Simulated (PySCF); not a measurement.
# Working out the ionisation energy of V⁺

V⁺ [Ar] 3d4 (5D) → V²⁺ [Ar] 3d3 (4F). Calculation: PySCF 2.14, in aug-cc-pVDZ-DK (7s6p4d2f, 59 functions); the spin-free X2C one-electron Hamiltonian (Gaussian nucleus). Frozen: [Ar]. Energies in hartree (1 hartree = 27.21139 eV):

```csv
part,V⁺ (lower),V²⁺ (upper)
UHF,-947.913812,-947.428570
MP2 opposite-spin,0.000000,0.000000
MP2 same-spin,-0.038209,-0.012863
```

Q: What does Hartree-Fock give?

A: (-947.428570) − (-947.913812) = 0.485242 hartree = 13.204 eV.

Q: What do MP2 and SCS-MP2 (6/5 opposite-spin, 1/3 same-spin) give?

A: The opposite-spin parts differ by 0.000 eV and the same-spin parts by 0.690 eV. MP2: 13.204 + (0.000) + (0.690) = 13.894 eV. SCS-MP2: 13.204 + 1.2 × (0.000) + (0.690)/3 = 13.434 eV.

Reference: 14.634 ± 0.007 eV (measured; NIST Atomic Spectra Database, ionization energies), between the lowest levels; spin-orbit coupling is absent from the calculation.

A double-zeta basis recovers only part of the correlation energy.

What remains against the reference includes basis incompleteness, the frozen core and correlation beyond second order.
